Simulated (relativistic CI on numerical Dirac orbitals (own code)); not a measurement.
# What each ingredient does to the levels of In³⁸⁺

Base calculation: Dirac-Coulomb-Breit CI, KLI orbitals optimised for each configuration, model QED, unscaled Slater integrals.

CI space (outside the closed core [Ne]): 3s, 3p, 3d, 4s, 4p, 4d, 4f, 5s, 5p, 5d, 5f, 5g, 6s, 6p, 6d, 7s, 7p. Levels of other configurations are missing.

Variants: (1) P86 correlation estimate; (2) QED terms removed; (3) configuration mixing switched off. Shifts of the energy above 3s ²S1/2, in eV, for the lowest level and the first level of each name with at least 55 % of one term (blank where a level changes its place among those of its configuration and J or its character, or is not in the variant):

```csv
Level,Base,Δ(1),Δ(2),Δ(3)
3s ²S1/2,0.00,0.00,0.00,0.00
3p ²P°1/2,87.34,+0.13,+1.08,+0.01
3p ²P°3/2,142.21,+0.13,+0.98,0.00
3d ²D3/2,254.45,-0.23,+1.10,0.00
3d ²D5/2,266.39,-0.23,+1.07,-0.01
4s ²S1/2,1200.54,-0.26,+0.63,-0.01
4p ²P°1/2,1236.56,-0.22,+1.06,-0.02
4p ²P°3/2,1258.80,-0.22,+1.02,-0.01
4d ²D3/2,1301.16,-0.34,+1.07,-0.02
4d ²D5/2,1306.38,-0.34,+1.06,-0.01
4f ²F°5/2,1328.57,+0.07,+1.06,-0.01
4f ²F°7/2,1330.76,+0.07,+1.05,-0.01
5s ²S1/2,1732.53,-0.12,+0.84,-0.01
5p ²P°1/2,1750.64,-0.10,+1.06,-0.02
5p ²P°3/2,1761.79,-0.10,+1.04,-0.01
5d ²D3/2,1782.48,-0.19,+1.06,-0.01
5d ²D5/2,1785.18,-0.19,+1.06,-0.01
5f ²F°5/2,1796.16,-0.06,+1.06,-0.01
5f ²F°7/2,1797.28,-0.06,+1.06,-0.01
5g ²G7/2,1798.70,-0.28,+1.06,-0.01
5g ²G9/2,1799.38,-0.28,+1.05,-0.01
6s ²S1/2,2014.25,-0.03,+0.93,-0.01
```

At this charge energies of transitions that change n are usually good to better than 1 %, and those within a shell (Δn = 0) to a few per cent.

Ionisation energy from the two ground configurations alone: base 2627.85 eV; QED terms removed 2628.91 eV. The NIST ASD value (semi-empirical) is 2628.77 eV.
